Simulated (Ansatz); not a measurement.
Molecule: PH, net charge 0, triplet state. SMILES: [PH]
Structure (B3LYP-D3(BJ)/def2-TZVP (Ansatz, a first-principles code) minimum search):
```
P
H 1 1.4285
```
Charge 0, spin multiplicity 3.

Wanted: vertical ionisation energy to the doublet, in eV. Set-up: non-relativistic; 6-31G* and kin with 6d, 5d where marked; each state is the SCF solution reached for its charge and spin; 6-311+G** with 5d, 6d on Na to Ar in Ansatz; UHF or UKS for open shells; spin-orbit terms left out. First-principles rows: single points at B3LYP-D3(BJ) geometries (Ansatz).

```json
[
 {"level": "B3LYP/STO-3G", "program": "Ansatz", "vertical ionisation energy to the doublet (eV)": "7.47"},
 {"level": "B3LYP/3-21G", "program": "Ansatz", "vertical ionisation energy to the doublet (eV)": "10.29"},
 {"level": "B3LYP/6-31G*", "program": "Ansatz", "vertical ionisation energy to the doublet (eV)": "10.16"},
 {"level": "B3LYP/6-311+G**", "program": "Ansatz", "vertical ionisation energy to the doublet (eV)": "10.17"},
 {"level": "B3LYP/def2-TZVPD", "program": "Ansatz", "vertical ionisation energy to the doublet (eV)": "10.17"}
]
```

No value to compare with is used here. The 4 habitual levels span 7.47 (B3LYP/STO-3G) to 10.29 eV (B3LYP/3-21G); B3LYP/def2-TZVPD gives 10.17.

The sets are all those run for this method; runs whose electronic state is in doubt are left out.
